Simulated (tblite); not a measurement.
Problem. Give a GFN2-xTB geometry of `C=CN=C1C[CH]C1` [radical]. (Doublet state.)

Solution. 
```xyz
15
C6H8N angstrom
C      2.6284    0.0045   -0.1767
C      1.8231   -0.0055   -1.2326
N      0.5649    0.5484   -1.2872
C     -0.4124    0.2568   -0.5650
C     -1.8045    0.8341   -0.5176
C     -2.1137   -0.1962    0.5121
C     -0.7463   -0.7833    0.4947
H      3.6471   -0.3304   -0.2480
H      2.3064    0.3942    0.7740
H      2.1680   -0.3487   -2.2008
H     -1.8533    1.8793   -0.1936
H     -2.3596    0.7680   -1.4596
H     -3.0237   -0.4942    0.9877
H     -0.6594   -1.8245    0.1638
H     -0.1694   -0.6947    1.4213
```

Orientation and origin are arbitrary. Atoms count from 1 in this order. The C–C distances run from 1.328 Å (C1=C2, drawn double) to 1.522 Å (C4–C7, drawn single), a spread of 0.194 Å. C6 (carbon bonded to 2 C and H) is planar (angles 132.6°, 132.6° and 94.3°, sum 359.5°, 0.05 Å off the plane of its three neighbours). C4 (carbon bonded to 2 C and N) is planar (angles 137.2°, 130.6° and 92.1°, sum 359.9°, 0.02 Å off the plane of its three neighbours). C1 (carbon bonded to C and 2 H) is planar (angles 121.6°, 121.3° and 117.1°, sum 359.9°, 0.02 Å off the plane of its three neighbours).

Bonds between heavy atoms (Å): C1=C2 1.328, C2–N3 1.376, N3=C4 1.250, C4–C5 1.508, C5–C6 1.489, C6–C7 1.488, C4–C7 1.522.

The geometry is computed with GFN2-xTB (gas phase). This method treats the open shell by occupation alone, without spin polarisation.

Point group: C1 (no symmetry element, even within 0.4 Å). Its GFN2-xTB frequencies are all real (lowest 75 cm⁻¹). Torsions: C1–C2–N3–C4 -59°. 3 starts were optimised and ended at 0.00, 0.65 and 1.16 kcal/mol (GFN2-xTB); the lowest of these is shown.

The run took 0.66 s wall on an Arm Neoverse V1 with one thread, shared host. These figures are those of the optimisation.

One conformer stands for the species.
